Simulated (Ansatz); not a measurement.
Consider the ligand exchange at a B–C bond: `BSCB[SiH3]` + CH₃OH → `COB[SiH3]` + `BSC`.

Computed with Ansatz on PBE0-D4/def2-TZVP structures; ΔE is electronic, products minus reactants. CBS: MP2 limit from def2 TZ/QZ plus the TZ coupled-cluster correction, frozen cores. This one scheme is used for every species. Functionals use def2-TZVPP. B3LYP here is the variant with VWN-RPA as its local correlation; programs differ in this. One conformer a species, not always the lowest.

`BSCB[SiH3]`:

Cartesian coordinates in Å:
```
B 2.721 0.095 0.042
S 1.283 -0.483 0.852
C 0.179 -1.065 -0.468
B -1.210 -0.373 -0.591
Si -1.927 0.994 0.710
H 3.573 0.544 0.745
H 2.825 0.037 -1.146
H -0.029 -2.131 -0.289
H 0.717 -1.042 -1.421
H -1.862 -0.701 -1.544
H -3.386 1.232 0.542
H -1.667 0.614 2.126
H -1.215 2.278 0.440
```

CH₃OH:

```xyz
6

C     0.258    0.189    0.156
O    -0.876   -0.643    0.084
H     0.473    0.347    1.213
H     0.088    1.169   -0.306
H     1.142   -0.268   -0.307
H    -1.085   -0.794   -0.840
```

`COB[SiH3]`:

```xyz
11

C    -1.288    1.256   -1.141
O    -0.822    0.220   -0.296
B     0.472    0.077    0.023
Si    1.024   -1.446    1.239
H    -2.017    1.855   -0.592
H    -1.781    0.808   -2.006
H    -0.464    1.892   -1.474
H     1.273    0.861   -0.427
H     1.997   -2.331    0.533
H     1.724   -0.909    2.442
H    -0.118   -2.282    1.698
```

`BSC`:

Z-matrix (Å, degrees):
```
C
S 1 1.809
H 1 1.090 2 109.0
H 1 1.088 2 109.9 3 -120.5
H 1 1.090 2 109.1 3 118.9
B 2 1.749 1 105.8 3 120.7
H 6 1.193 2 115.9 1 -180.0
H 6 1.194 2 121.2 1 0.0
```

Task: Is it downhill or uphill in electronic energy at CCSD(T)/CBS, and by how much? (Best estimate.)

Result: Computed: Downhill: ΔE = -145.3 kJ/mol.

Task: What do these levels give: PBE-D4, r2SCAN-D4, PBE0-D4, B3LYP-D4, ωB97M-V, B2PLYP, PBE, r2SCAN, PBE0, CCSD/def2-TZVPP, CCSD(T)/def2-TZVPP, CCSD/CBS(def2)? (Estimate.)

Result: The calculation gave: PBE-D4 -144.8, r2SCAN-D4 -148.2, PBE0-D4 -142.6, B3LYP-D4 -150.2, ωB97M-V -147.4, B2PLYP -155.5, PBE -149.4, r2SCAN -149.6, PBE0 -146.8, CCSD/def2-TZVPP -148.8, CCSD(T)/def2-TZVPP -149.3, CCSD/CBS(def2) -144.8 kJ/mol.

Largest T1 diagnostic among the species: 0.014.

The D4 term adds +7.4 kJ/mol with B3LYP and +4.2 kJ/mol with PBE0; it sums over pairs of atoms, weighted by their polarisabilities, and B3LYP, whose exchange is more repulsive, gets the larger term. In def2-TZVPP, CCSD(T) changes the Hartree–Fock value by +5.9 kJ/mol (the triples alone add −0.4 kJ/mol) and MP2 by +6.9 kJ/mol.
